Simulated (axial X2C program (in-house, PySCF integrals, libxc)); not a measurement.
## Nuclear properties of InF⁺

Computed with an in-house all-electron X2C program for linear molecules (integrals from PySCF): two-component X2C with atomic mean-field Coulomb and Gaunt terms, Gaussian nuclei, basis In dyall-cv3z, F dyall-av3z with contracted cores.

R = 1.916 Å (near the PBE0 minimum at charge 1 of the determinant lowest at the starting distance; the state shown can have its own minimum elsewhere).

Input and command:
```json
{"zs": [49, 9], "q": 1, "bas": ["dyall-cv3z", "dyall-av3z"], "r0": 2.06, "levels": ["PBE0", "HF", "TPSSh", "BP86", "r2SCAN"], "nst": 3}
```
```bash
python soeom.py task.json out
```

Keys: zs atomic numbers; q charge; bas basis sets; r0 starting distance in Å; levels methods; nst determinants followed.

Determinant lowest in the PBE0 search, Ω = 1/2 (⟨Sz⟩ = 0.50, ⟨Lz⟩ = 0.00 at PBE0), spin on the atoms In 0.37, F 0.13:

```
 level  Eeff magnitude (GV/cm)  Ws magnitude In (kHz)  A∥/gI In (MHz)  qzz In (a.u.)  A∥/gI F (MHz)  qzz F (a.u.)
  PBE0                    17.9                   20.7            8420          -3.47            195          2.34
    HF                    20.1                   23.3            9420          -5.07            176          1.85
 TPSSh                    17.1                   19.7            8340          -3.33            193          2.35
  BP86                    16.1                   18.6            8060          -2.91            202          2.41
r2SCAN                    17.8                   20.6            8440          -3.42            211          2.28
```

Eeff is the effective electric field on the electron electric dipole moment in this Ω state and Ws the scalar–pseudoscalar constant of the nucleus named (defined with the proton number Z and per Ω); A∥ (defined per Ω) follows by multiplying with gI = μI/(I μN); qzz is the electric field gradient, eQq0 = 234.96 MHz × Q/barn × qzz. The operators were transformed with the bare-nucleus X2C matrices; with these basis sets, hyperfine constants and field gradients can be off by tens of per cent, and where levels differ in sign neither size nor sign is settled.

(1) With gI(115In) = 1.2313, Q(115In) = 0.772 barn, gI(19F) = 5.2577 (g factors from the IAEA table of nuclear moments by Stone; Q from Pyykkö, Mol. Phys. 2018), turn the PBE0 values of the first state into constants in MHz.

Each state is one determinant with collinear spin. Unrestricted Hartree–Fock can overshoot spin polarisation at the nuclei. The search compared states at one distance, so a state with another bond length can lie lower.

Results:

(1) A∥(115In) = 8420 × 1.2313 = 10400 MHz; eQq0(115In) = 234.96 × (0.772) × (-3.47) = -629 MHz; A∥(19F) = 195 × 5.2577 = 1030 MHz.
